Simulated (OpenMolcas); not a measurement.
W2+ (d4) among equal point charges was computed by CASSCF with the d shell active (OpenMolcas, ANO-RCC-VTZP on the metal). Its lowest spin-free states, and all those of the highest spin:

```tsv
2S+1	Degeneracy	E (cm-1)
5	3	0.0
1	1	5284
3	3	5971
5	2	8747
3	3	9093
1	3	12123
3	3	13589
3	3	14843
3	3	17100
3	2	17440
1	3	17916
3	3	19489
```

**Question.** Is the site octahedral, tetrahedral or cube-like, axial, or of lower symmetry?

**Answer.** The states with 2S+1 = 5 have orbital degeneracies 3, 2. Threefold states need a cubic site. For d4 at this spin an octahedron puts the twofold E below the threefold T2 and a tetrahedron or cube puts the threefold T2 below the twofold E, so the site is a tetrahedron or a cube, which this pattern cannot tell apart. The first gap at this spin, 8750 cm-1, is |10Dq| in ligand-field theory. The run had W2+ among 8 point charges of -1.2 e arranged as a cube (Oh), 2.21 Å from the ion. The active orbitals were held to one l.

Spin-orbit coupling mixes the spin-free states strongly: the lowest level takes only 55 % from its leading state, 5T2. Without dynamic correlation the repulsion within the d shell is too large (B by tens of per cent), so at a given field states of lower spin stand too high. This shell can be high or low spin here, a state of another spin lies low, and with metal d orbitals alone active their balance is uncertain, so the ground spin may be wrong. Point charges give a weaker field than real ligands, and real ions of this kind are as a rule low spin; the high spin found here belongs to the model. Point charges carry no covalency, so the field is a model and not that of real ligands. No measured value stands beside these numbers.
